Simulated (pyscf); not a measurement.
# O=Mo(=O)(OH)–OH (SMILES [O]=[Mo](=[O])([OH])[OH]), singlet

Gas-phase minimum from PySCF at ωB97X-D3(BJ)/def2-SVP, one conformer. 

SMILES: [O]=[Mo](=[O])([OH])[OH]
```xyz
7

O      0.1861     1.1004    -0.8707
Mo     0.0283    -0.2502     0.0943
O      1.0001    -0.0710     1.4373
O     -1.7439    -0.4383     0.6516
O      0.5544    -1.7534    -0.8805
H     -2.5046     0.0272     0.2830
H      1.1399    -2.4521    -0.5636
```
Charge 0, spin multiplicity 1.

Bonded distances (Å): O1–Mo2 1.667, Mo2–O3 1.667, Mo2–O4 1.867, Mo2–O5 1.867, O4–H6 0.965, O5–H7 0.965. Bond angles (°): O1–Mo2–O3 108.9, O1–Mo2–O4 110.1, O1–Mo2–O5 108.9, O3–Mo2–O4 108.9, O3–Mo2–O5 110.0, O4–Mo2–O5 110.0, Mo2–O4–H6 125.8, Mo2–O5–H7 125.6.

Properties at ωB97X-D3(BJ)/def2-SVP:

```yaml
harmonic_wavenumbers_unscaled: 194, 232, 233, 267, 268, 305, 375, 585, 601, 755, 772, 1071, 1098, 3910, 3915 cm⁻¹
zero_point_energy: 20.8 kcal/mol
rotational_symmetry_number: 2
Entropy of this conformer at 298 K and 1 atm, rigid rotor and harmonic oscillator, modes under 100 cm⁻¹ raised to 100: 331.6 J/(mol K)
dipole_moment: 2.54 D
```

Single-point totals, which compare only within one level:

```tsv
level	total energy (hartree)
ωB97X-D3(BJ)/def2-TZVP	-370.66201
PBE/def2-TZVP	-370.37010
r²SCAN/def2-TZVP	-370.53281
B3LYP-D3(BJ)/def2-TZVP	-370.65021
PBE0-D3(BJ)/def2-TZVP	-370.28467
M06-2X/def2-TZVP	-370.35571
ωB97M-D3(BJ)/def2-TZVP	-370.62109
```

Soft torsions are taken as harmonic, which can shift the entropy by several J/(mol K). Elements past Kr carry the def2 core potentials, without spin-orbit coupling.
